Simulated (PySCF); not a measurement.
# C⁺ (carbon, charge +1) across methods

[He] 2s2 2p1, 2P determinant. Calculation: PySCF 2.14, in def2-TZVPPD; the non-relativistic Hamiltonian (point nucleus).

```csv
method,E (hartree),mean ε 2s α (eV),mean ε 2s β (eV),mean ε 2p α (eV),Σ⟨r²⟩ (bohr²),⟨S²⟩
r2SCAN,-37.4043,-26.644,-24.871,-18.640,8.032,0.755
B3LYP,-37.4356,-27.723,-25.957,-19.564,8.047,0.752
PBE,-37.3722,-26.153,-24.687,-17.950,8.072,0.752
LDA,-37.0382,-26.098,-24.581,-17.799,8.134,0.751
UHF,-37.29555,-33.299,-29.588,-24.876,8.058,0.757
r2SCANh,-37.4056,-27.361,-25.438,-19.313,8.027,0.755
PBE0,-37.3824,-28.132,-26.224,-19.793,8.040,0.753
M06-L,-37.4289,-26.590,-25.000,-18.508,7.905,0.753
```

(1) Estimate the same row for PW91.

## Answers

(1) E (hartree) = -37.4029; mean ε 2s α (eV) = -26.217; mean ε 2s β (eV) = -24.729; mean ε 2p α (eV) = -18.045; Σ⟨r²⟩ (bohr²) = 8.067; ⟨S²⟩ = 0.752.
